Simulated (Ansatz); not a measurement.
Ti(OH)3(SH) (H4O3STi), SMILES [OH][Ti]([OH])([OH])[SH], multiplicity 1.

The structure is a stationary point at B3LYP-D3(BJ)/def2-SVP. The spin state was assumed, not searched. The structure was generated by enumeration; whether it is a known compound was not checked. The values are those of a single conformer.

Two levels are set side by side: PBE/def2-SVPD (Ansatz, a first-principles code) and CAM-B3LYP/def2-SVPD (Ansatz). Energy differences of separate SCF runs at the same geometry; the states with an electron removed or added have multiplicity 2 and 2. Differences are taken from unrounded values.

```
quantity                           CAM-B3LYP   PBE  PBE minus CAM-B3LYP
---------------------------------  ---------  ----  -------------------
vertical ionisation energy (eV)         9.49  9.27                -0.22
vertical electron affinity (eV)         0.59  0.10                -0.49
vertical singlet–triplet gap (eV)       3.63  4.02                 0.38
```
